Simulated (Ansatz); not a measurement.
`C#CB(O)F` + `OBOCF` → `OBB(O)F` + `C#COCF`  (formal exchange of groups at a B–C bond)

Gas-phase electronic energies from Ansatz, PBE0-D4/def2-TZVP geometries. CBS: MP2 limit from def2 TZ/QZ plus the TZ coupled-cluster correction, frozen cores. Functionals use def2-TZVPP. Each species was taken in one conformer, which may not be the lowest.

`C#CB(O)F`:

Cartesian coordinates in Å:
```
C 0.167 1.559 -0.938
C 0.236 0.578 -0.242
B 0.284 -0.683 0.627
O -0.703 -1.600 0.640
F 1.329 -0.905 1.408
H 0.117 2.431 -1.549
H -1.430 -1.380 0.053
```

`OBOCF`:

```xyz
9

O    -1.642   -0.969    1.267
B    -0.930   -0.087    0.539
O     0.347   -0.408    0.158
C     1.065    0.432   -0.668
F     0.874    0.064   -1.972
H    -1.165   -1.790    1.430
H    -1.415    0.968    0.254
H     2.127    0.317   -0.441
H     0.739    1.472   -0.567
```

`OBB(O)F`:

```xyz
8

O    -0.588    0.685   -1.200
B    -0.814    0.155    0.030
B     0.589   -0.492    0.792
O     1.802   -0.467    0.196
F     0.550   -1.047    2.002
H    -1.370    1.046   -1.626
H    -1.931    0.175    0.477
H     1.761   -0.054   -0.672
```

`C#COCF`:

```xyz
8

C     1.995   -0.185    0.620
C     0.961   -0.454    0.077
O    -0.151   -0.757   -0.515
C    -1.183    0.198   -0.314
F    -2.250   -0.265   -0.985
H     2.920    0.036    1.094
H    -1.417    0.264    0.753
H    -0.874    1.162   -0.730
```

```json
{"level": "BLYP", "ΔE (kJ/mol)": "298.2"}
{"level": "HF/def2-TZVPP", "ΔE (kJ/mol)": "318.7"}
```

Q: What does CCSD(T)/CBS give? (An estimate is asked.)

A: Ansatz gave: +311.7 kJ/mol. The listed levels differ from it by -13.5, 7.0 kJ/mol.

Largest T1 diagnostic among the species: 0.014.

From BLYP to BHLYP (50 % exact exchange), in def2-TZVPP and without D4, ΔE moves by +13.9 kJ/mol. Leaving LDA and LC-ωPBE aside and taking each functional with its dispersion term where it has one, the values, not all of them listed here, spread over 25.1 kJ/mol, from revPBE-D4 to B97M-V.
